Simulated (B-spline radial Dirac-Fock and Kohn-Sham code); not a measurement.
# Relativistic shifts of the levels of Pr²¹⁺

System: the Pr²¹⁺ ion, [Kr] 4d2.

Both columns are ΔSCF binding energies of the configuration average from a B-spline atomic structure program: non-relativistic Hartree-Fock with a point nucleus, and Dirac-Fock with a finite nucleus and the Coulomb interaction alone, averaged over the two j levels with weights 2j+1.

```tsv
shell	Hartree-Fock (eV)	Dirac-Fock (eV)	shift (eV)	shift (%)
1s	40662.9	42764.1	+2101.20	+5.17
2s	6934.2	7467.1	+532.90	+7.69
2p	6581.2	6746.4	+165.25	+2.51
3s	1973.6	2097.0	+123.43	+6.25
3p	1820.1	1862.3	+42.23	+2.32
3d	1537.5	1526.1	-11.37	-0.74
4s	794.1	828.4	+34.27	+4.32
4p	727.5	739.4	+11.87	+1.63
4d	625.2	623.0	-2.12	-0.34
```

Relativity binds 1s, 2s, 2p, 3s, 3p, 4s, 4p more strongly, among those listed most of all 2s in relative terms, and 3d, 4d more weakly, because the contracted s and p shells screen the nucleus better.

Values without a named source are computed, but for edge energies of neutral atoms, which are taken from tables.
